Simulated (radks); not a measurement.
Question: Species: neutral rubidium. Configuration: [Kr] 5s1. Method: scalar-relativistic Kohn-Sham, PBE, spin-polarised, spherical densities, point nucleus; open shells are filled with parallel spins first (spin-orbit coupling, left out, can overturn this in heavy ions); computed with a radial shooting solver on a logarithmic mesh with Libxc functionals. Some entries of the table are withheld. Estimate them.

orbital  occ.  eigenvalue (Ry)  r(max) (bohr)  <r> (bohr)
1s up       1        -1104.961        0.02629     0.04029
1s down     1        -1104.960        0.02629     0.04029
2s up       1        -147.5982         0.1496      0.1778
2s down     1        -147.5979         0.1496      0.1778
2p up       3        -130.8410         0.1196      0.1551
2p down     3        -130.8408         0.1196      0.1551
3s up       1        -21.89838         0.4509      0.5106
3s down     1        -21.89780         0.4509      0.5105
3p up       3        -16.52378         0.4465      0.5188
3p down     3        -16.52317         0.4465      0.5187
3d up       5         -7.63695         0.3932      0.5254
3d down     5         -7.63624         0.3932      0.5253
4s up       1              (1)          1.261       1.456
4s down     1              (2)          1.261       1.455
4p up       3         -1.17217          1.429         (3)
4p down     3         -1.16563          1.428         (4)
5s up       1         -0.17908          4.383       5.171
5p up       0         -0.06566          5.932       7.376

Answer: 
(1) 4s up eigenvalue (Ry): -2.34147
(2) 4s down eigenvalue (Ry): -2.33795
(3) 4p up <r> (bohr): 1.731
(4) 4p down <r> (bohr): 1.723
